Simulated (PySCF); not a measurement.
3-bromo-1-chloro-1-fluoropropa-1,2-diene (C₃HBrClF), SMILES FC(Cl)=C=CBr.

Geometry optimised at r2SCAN-D4/def2-SVP.

Two levels are set side by side: PBE/def2-TZVP (PySCF) and r2SCAN/def2-TZVP (PySCF). Same geometry, gas phase. Differences are taken from unrounded values.

| quantity | r2SCAN | PBE | PBE minus r2SCAN |
|---|---|---|---|
| orbital gap (eV) | 4.56 | 4.17 | -0.38 |
| highest occupied level (eV) | -6.84 | -6.58 | 0.25 |
| lowest empty level (eV) | -2.28 | -2.41 | -0.13 |
| dipole moment (D) | 1.08 | 1.01 | -0.07 |
| mean polarisability (bohr³) | 75.7 | 77.2 | 1.6 |

Rough cost on one machine, each run with all the roots and properties that it gave: r2SCAN against PBE about 4 times.
